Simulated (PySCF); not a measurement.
## Ionisation energy of Sr²⁷⁺ by level of theory

Sr²⁷⁺ [Ne] 3s1 [3s1/2^1, M_J = 1/2] → Sr²⁸⁺ [Ne], as a difference of total energies. Computed with PySCF 2.14 in an uncontracted even-tempered set (19 s from 4 bohr⁻², ratio 2.4; 13 p from 5.2 bohr⁻², ratio 2.4; 5 d from 17 bohr⁻², ratio 2.6; 4 f from 26 bohr⁻², ratio 2.6), with the two-component X2C-1e Hamiltonian. Correlated levels: 1s2 frozen; the 52 highest virtual spinors dropped. "Screened" scales the spin-orbit matrix elements by Boettger's factors to mimic the two-electron term; Breit and QED terms are absent.

```csv
method,ionisation energy (eV)
GHF (screened spin-orbit),1386.6
GMP2 (screened spin-orbit),1387.3
```

Breit and QED terms and the two-electron picture change are absent.

For comparison: 1387.19 ± 0.05 eV (semi-empirical (NIST evaluation); NIST Atomic Spectra Database, ionization energies).
